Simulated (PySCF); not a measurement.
## How methods differ on the excitation energy of Lu+

Lu+ [Xe] 4f14 6s2 (1S) → Lu+ [Xe] 4f14 6s1 6p1 (3P), as a difference of total energies. Calculation: PySCF 2.14, in x2c-TZVPPall; the spin-free X2C one-electron Hamiltonian (Gaussian nucleus). Correlated levels: valence: [Kr] 4d10 frozen; valence and next inner shell: [Ar] 3d10 frozen. The calculations carry no spin-orbit coupling.

Order these methods by the excitation energy they give, lowest first.
A. PBE
B. UHF
C. PBE0
D. SCS-MP2 (valence and next inner shell)

B (2.693 eV), C (3.590 eV), A (3.778 eV), D (3.925 eV).

Errors of the correlated levels include the incompleteness of this basis and the frozen core.

The basis was made for the ground configuration and has no added diffuse functions, so the excitation energy can come out too high.

For comparison: 3.789 eV (measured; NIST levels, between the centres of gravity of the two terms).
